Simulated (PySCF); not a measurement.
Species: C6H6F2.
Geometry (GFN2-xTB, Å), atoms numbered from 1 in this order:
```xyz
14
C6H6F2 angstrom
C     -2.7857    0.0049   -0.8104
C     -1.4835   -0.1585   -0.5845
C     -0.7535    0.6318    0.3720
C      0.5561    0.5359    0.6646
C      1.4875   -0.3862    0.0702
C      2.7726   -0.4305    0.4037
F      3.3719    0.3420    1.3037
F      3.6598   -1.2688   -0.1243
H     -3.3186   -0.5930   -1.5287
H     -3.3613    0.7462   -0.2808
H     -0.9392   -0.9119   -1.1352
H     -1.3391    1.3738    0.8989
H      0.9747    1.1985    1.4099
H      1.1576   -1.0847   -0.6814
```

The closed-shell SCF was solved with PySCF and density fitting under several settings on one GFN2-xTB geometry (grid level 2 and gas phase unless stated).

```
                               settings  basis functions  SCF cycles     E (Eh)  HOMO (eV)  LUMO (eV)  dipole (D)
                         PBE0/def2-SVPD              214          14  -431.1043      -6.38      -1.46        1.39
PBE/def2-SVP, IEF-PCM dimethylsulfoxide              142          16  -431.0643      -5.14      -1.98        0.78
```

**Question.** Estimate the rows for these settings: (1) PBE0/pcSseg-1, grid level 1; (2) BLYP/def2-SVP.

**Answer.** 
| settings | basis functions | SCF cycles | E (Eh) | HOMO (eV) | LUMO (eV) | dipole (D) |
| --- | --- | --- | --- | --- | --- | --- |
| PBE0/pcSseg-1, grid level 1 | 166 | 11 | -431.3581 | -6.34 | -1.39 | 1.22 |
| BLYP/def2-SVP | 142 | 17 | -431.4252 | -5.00 | -1.85 | 0.70 |

**Question.** Over all rows, what range does the HOMO–LUMO gap span?

**Answer.** From 3.15 eV (BLYP/def2-SVP) to 4.95 eV (PBE0/pcSseg-1, grid level 1). The functional of the narrowest has no exact exchange, that of the widest 25 % exact exchange.

**Question.** And the dipole moment?

**Answer.** From 0.70 D (BLYP/def2-SVP) to 1.39 D (PBE0/def2-SVPD); the largest is 1.99 times the smallest, and the median is 1.00 D.

**Question.** Compare two rows with the functional PBE0: PBE0/pcSseg-1, grid level 1 and PBE0/def2-SVPD. Which energy is lower, and by how much?

**Answer.** PBE0/pcSseg-1, grid level 1 (166 functions) lies 0.2538 Eh or 159 kcal/mol below PBE0/def2-SVPD (214 functions). The smaller set gives the lower energy; the two sets aren't nested, so the variational bound doesn't order them by size.

Cycle counts include a coarse-grid stage where the run had one. Geometry: GFN2-xTB, one conformer.
